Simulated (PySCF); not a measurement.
Job for PySCF: R-M06-2X/def2-TZVPP on H3InO (SMILES [OH][InH2]), a point of a torsion scan. Elements past Kr take the def2 small-core potentials; no spin–orbit coupling.

```python
from pyscf import gto, dft

mol = gto.M(
    atom='''
    O     1.29227430   -0.37026877   -0.19060180
    In   -0.57369230    0.08970019   -0.01724588
    H     2.02143623    0.07571464    0.23445278
    H    -1.12426871    1.63294409   -0.48263126
    H    -1.58190350   -1.20209168    0.40251194
    ''',
    basis='def2-tzvpp',
    ecp={'In': 'def2-tzvpp'},
    charge=0, spin=0, verbose=4, max_memory=1800)
mf = dft.RKS(mol, xc='m062x').density_fit(auxbasis='def2-universal-jkfit')
mf.grids.level = 4
mf.conv_tol = 1e-9
mf.max_cycle = 150
mf.kernel()
mf.dip_moment()
```

Question: Give the final energy of this run.

Answer: -267.0737 hartree.
